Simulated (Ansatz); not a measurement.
The lowest doublet and quartet of HSi (SMILES [SiH]); geometries from B3LYP-D3(BJ)/def2-TZVP, each state relaxed from the structure named, with no frequency check.
Doublet at the quartet's geometry (charge 0, multiplicity 2):
```xyz
2

Si     0.0000     0.0000    -0.1004
H      0.0000     0.0000     1.4055
```

A positive gap puts the quartet lower; no zero-point energy. U- takes an unrestricted doublet. The quartet is unrestricted in single-reference levels. Active spaces average the two states.

Correlated levels freeze the cores.

The values were computed with Ansatz (Gaussian basis) for Hartree–Fock, density functionals and correlated methods. 

```csv
level,"gap E(doublet) − E(quartet), vertical, at the quartet's geometry (kJ/mol)"
U-HF/cc-pV(T+d)Z,-94.6
U-B3LYP/def2-TZVPP,-181.4
U-wB97X-V/def2-TZVPP,-184.3
U-wB97M-V/def2-TZVPP,-185.3
U-MP2/cc-pV(D+d)Z,-132.8
U-MP2/cc-pV(T+d)Z,-141.9
U-CCSDT/cc-pV(D+d)Z,-151.3
"SA-CASSCF(5,5)/cc-pV(Q+d)Z",-118.5
"SC-NEVPT2 on SA-CASSCF(5,5)/cc-pV(D+d)Z",…
```

Task: What belongs in the gaps?

Result: 
- SC-NEVPT2 on SA-CASSCF(5,5)/cc-pV(D+d)Z, gap E(doublet) − E(quartet), vertical, at the quartet's geometry (kJ/mol): -146.2

Ansatz is a program for electronic structure.
